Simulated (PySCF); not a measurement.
C4H4O, SMILES c1ccoc1. Heavy atoms are numbered as in [cH:1]1[cH:2][cH:3][o:4][cH:5]1. Hydrogens are named by the atom that carries them.

Geometry optimised at B3LYP-D3(BJ)/def2-SVP.

These are PBE/def2-TZVP (PySCF) values and carry that method's errors.

ESP charges are fitted to the potential on shells at 1.4 to 2.0 van der Waals radii. Atomic charges (e), one atom of each kind:

| atom | Löwdin | IAO | Mulliken | ESP fit |
|---|---|---|---|---|
| C1 (CH) | -0.19 | -0.22 | -0.16 | … |
| C3 (CH) | -0.26 | -0.01 | -0.02 | … |
| O4 | 0.36 | -0.21 | -0.15 | -0.10 |
| H on C1 | 0.14 | 0.17 | 0.12 | 0.16 |
| H on C3 | 0.13 | 0.17 | 0.13 | … |

Q: Fill in the missing entries. (The exact figures need the calculation; the answer reports its results.)

A: 
- C1 (CH), ESP fit: -0.20
- C3 (CH), ESP fit: -0.06
- H on C3, ESP fit: 0.15

Q: Give the Mayer and Wiberg (Löwdin basis) orders of the bonds. (An estimate is asked for; the answer gives what the named calculation found.)

A: 
```tsv
bond	Mayer	Wiberg
C1–C2	1.25	1.42
C2–C3	1.63	1.81
C3–O4	1.13	1.56
C1–C5	1.63	1.81
O4–C5	1.13	1.56
```
